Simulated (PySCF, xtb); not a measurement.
TeCl₄, SMILES Cl[Te](Cl)(Cl)Cl.

Harmonic wavenumbers (cm⁻¹) from GFN2-xTB in xtb at its own minimum, in rising order: 43, 100, 135, 156, 161, 267, 306, 335, 359.

Problem. What does PySCF 2.14.0 with PBE0-D3(BJ)/def2-SVP give at its own minimum? (Estimate from the structure and the level; the computed values follow.)

Solution. 73, 97, 145, 147, 164, 304, 349, 377, 382. Paired by order, the mean absolute difference is 22 cm⁻¹ and the zero-point energies are 2.7 and 2.9 kcal/mol.
